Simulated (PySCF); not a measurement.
# Correlation energy of Ge⁺ (germanium, charge +1)

[Ar] 3d10 4s2 4p1, 2P determinant. All numbers are calculated (PySCF 2.14, scalar relativity through the core potential, in aug-cc-pwCVTZ-PP with ECP10MDF). Frozen: 3s2 3p6 3d10; 3 electrons correlated.

MP2 pair energies summed by pair of shells (mhartree):

```csv
pair,energy,share (%)
4s-4s,-21.92,56.4
4s-4p,-16.96,43.6
```

Total MP2 correlation energy: -38.88 mhartree.

Same-spin part -2.61 and opposite-spin part -36.26 mhartree; SCS-MP2 scales them by 1/3 and 6/5 to -44.39 mhartree.
